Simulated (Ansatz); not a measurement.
Two isomers of AlH5O2Si: A = `[OH][AlH][SiH2]O`, B = `O[SiH](O)[AlH2]`.

Program: Ansatz. Geometries: PBE0-D4/def2-TZVP. ΔE: electronic, gas phase. CBS: MP2 limit from def2 TZ/QZ plus the TZ coupled-cluster correction, frozen cores. Functionals use def2-TZVPP. B3LYP here is the variant with VWN-RPA as its local correlation; programs differ in this. One conformer a species, not always the lowest.

(1) Which isomer does CCSD(T)/CBS put lower? Give the gap. (Estimate.)

(2) Give E(B) − E(A) in kcal/mol with B3LYP-D4, r2SCAN-D4, CCSD(T)/def2-TZVPP, B2PLYP, HF/def2-TZVPP, PBE0-D4, LDA (SPW92). (Best estimate.)

(3) Does the order hold for the free energy at 298.15 K (harmonic terms from PBE0-D4)? (Best estimate.)

Largest T1 diagnostic: 0.013.

Answers

(1) Computed: A, by 10.3 kcal/mol.

(2) Ansatz gave: B3LYP-D4 10.3, r2SCAN-D4 10.5, CCSD(T)/def2-TZVPP 10.4, B2PLYP 10.7, HF/def2-TZVPP 9.2, PBE0-D4 9.9, LDA (SPW92) 9.5. None reverses the order clearly.

(3) The calculation gave: Yes: G(B) − G(A) = +10.0 kcal/mol, for one conformer each. Modes under 60 cm⁻¹, often nearly free rotors, make the harmonic entropy too high.

In def2-TZVPP, CCSD(T) changes the Hartree–Fock value by +1.1 kcal/mol (the triples alone add +0.0 kcal/mol) and MP2 by +1.6 kcal/mol. From BLYP to BHLYP (50 % exact exchange), in def2-TZVPP and without D4, E(B) − E(A) moves by −0.9 kcal/mol.
